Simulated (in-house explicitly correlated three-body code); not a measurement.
Computed with an exponentially correlated three-body code. Model: two electrons around a point charge, non-relativistic, variational in 260 exponentially correlated functions (energies converged to about 1e-7 hartree, or 1e-8 relative for large Z).

Command:
```bash
python run_hyl.py task.json out
```
Settings (lengths in bohr, energies in hartree):
```
Z                      1.5
nuclear_mass           0.5
interaction_strength   1
functions              260
states_tried           13
```

Time taken, with all properties: 68 s on 1 thread of Arm Neoverse N1, on a shared host.

**Those bound S and P states to n = 4 that converged, binding against the one-electron ion.**

Given: nuclear charge 1.5; mass of the centre 0.5 electron masses.

Computed: one-electron threshold -0.375 hartree.

| term | energy (hartree) | binding (eV) |
| --- | --- | --- |
| 1 1S | -0.499891818 | 3.3985 |
| 2 3P | -0.415948245 | 1.1143 |
| 2 1S | -0.397440296 | 0.61063 |
| 2 3S | ? | ? |
| 2 1P | -0.389598825 | 0.39725 |
| 3 1S | ? | ? |
| 3 3S | -0.383774284 | 0.23876 |
| 4 1S | -0.380052515 | 0.13749 |
| 4 3S | -0.37986529 | 0.13239 |

Question: What belongs in the row 2 3S?

Answer: energy (hartree): -0.395438162; binding (eV): 0.55615.

Question: What belongs in the row 3 1S?

Answer: energy (hartree): -0.38425087; binding (eV): 0.25173.

**Converged states only, values per electron or pair.**

| term | mean r (bohr) | mean r squared (bohr²) | mean inverse r (1/bohr) | mean r12 (bohr) | mean inverse r12 (1/bohr) | mean cosine | mean p1 dot p2 (bohr⁻²) | delta r1 (bohr⁻³) | delta r12 (bohr⁻³) |
| --- | --- | --- | --- | --- | --- | --- | --- | --- | --- |
| 1 1S | 3.7739 | 19.515 | 0.41533 | 5.1764 | 0.2462 | 0.14131 | -0.027487 | 0.027466 | 0.00081355 |
| 2 3P | 5.8505 | 52.448 | 0.32183 | 9.0815 | 0.13361 | 0.04284 | -0.053359 | 0.019461 | - |
| 2 1S | ? | ? | ? | ? | ? | ? | ? | ? | ? |
| 2 3S | 10.922 | 209.76 | 0.28409 | 18.861 | 0.061379 | 0.069538 | -0.0040801 | 0.020406 | - |
| 2 1P | 13.124 | 315.99 | 0.27638 | 23.252 | 0.04995 | 0.054454 | -0.0064088 | 0.020092 | 4.8767e-08 |
| 3 1S | 21.919 | 951.33 | 0.26746 | 40.848 | 0.033867 | 0.031271 | -0.0069274 | 0.02006 | 3.4537e-05 |
| 3 3S | ? | ? | ? | ? | ? | ? | ? | ? | - |
| 4 1S | 38.726 | 3120 | 0.25967 | 74.451 | 0.01891 | 0.019595 | -0.003816 | 0.019951 | 1.3921e-05 |
| 4 3S | 40.117 | 3357.2 | 0.25897 | 77.224 | 0.017189 | 0.02102 | -0.0024803 | 0.019954 | - |

Question: What belongs in the row 2 1S?

Answer: mean r (bohr): 10.024; mean r squared (bohr²): 176.72; mean inverse r (1/bohr): 0.29139; mean r12 (bohr): 17.149; mean inverse r12 (1/bohr): 0.079284; mean cosine: 0.052376; mean p1 dot p2 (bohr⁻²): -0.01755; delta r1 (bohr⁻³): 0.020498; delta r12 (bohr⁻³): 0.00013607.

Question: What belongs in the row 3 3S?

Answer: mean r (bohr): 22.988; mean r squared (bohr²): 1051.3; mean inverse r (1/bohr): 0.2657; mean r12 (bohr): 42.967; mean inverse r12 (1/bohr): 0.029547; mean cosine: 0.035068; mean p1 dot p2 (bohr⁻²): -0.0035961; delta r1 (bohr⁻³): 0.02004.
